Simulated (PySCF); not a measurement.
# Two-component Hartree-Fock for Au⁴²⁺ (gold, charge +42)

Start: [Kr] 4d1; 4d5/2 filled at m_j = +5/2. Calculated with PySCF 2.14 in an even-tempered Gaussian basis (16 s from 5.3 bohr⁻², ratio 2.8; 14 p from 6.9 bohr⁻², ratio 2.8; 9 d from 6.9 bohr⁻², ratio 2.8; 3 f from 24 bohr⁻², ratio 3): generalised Hartree-Fock with the X2C-1e Hamiltonian and a Gaussian nucleus; one run each with spin-orbit coupling (SO) screened by Boettger's factors, then bare. This is a chosen level, not necessarily the ground level.

```csv
spinor shell,electrons,"ε, screened SO (eV)","ε, bare SO (eV)",weight of nominal j (bare SO),"rms radius, bare SO (bohr)"
1s1/2,2,-83141.3,-83139.4,1.000,0.0190
2s1/2,2,-16460.2,-16459.6,1.000,0.0768
2p1/2,2,-15844.9,-15887.0,1.000,0.0649
2p3/2,4,-14003.1,-13990.2,1.000,0.0731
3s1/2,2,-5410.0,-5409.8,1.000,0.194
3p1/2,2,-5138.4,-5147.9,1.000,0.185
3p3/2,4,-4712.4,-4709.4,1.000,0.201
3d3/2,4,-4274.3,-4282.5,1.000,0.175
3d5/2,6,-4184.3,-4179.2,1.000,0.180
4s1/2,2,-2451.3,-2451.3,1.000,0.408
4p1/2,2,-2329.5,-2332.5,1.000,0.403
4p3/2,4,-2198.0,-2197.0,1.000,0.429
4d5/2,1,-2000.4,-1998.7,1.000,0.417
```

```tsv
quantity	screened SO	bare SO
E (hartree)	-17883.85346	-17885.60461
M_J	5/2	5/2
⟨J²⟩	8.751	8.751
⟨L²⟩	6.109	6.116
⟨S²⟩	0.859	0.866
```

Each row is a mean over spinors that exchange with the open shell spreads, by up to 15.620 eV (4p3/2).

Breit and QED terms are absent; they matter most for the inner s and p1/2 levels.

Densities and radii are taken from the X2C orbitals without a picture-change correction, which distorts them close to the nucleus.
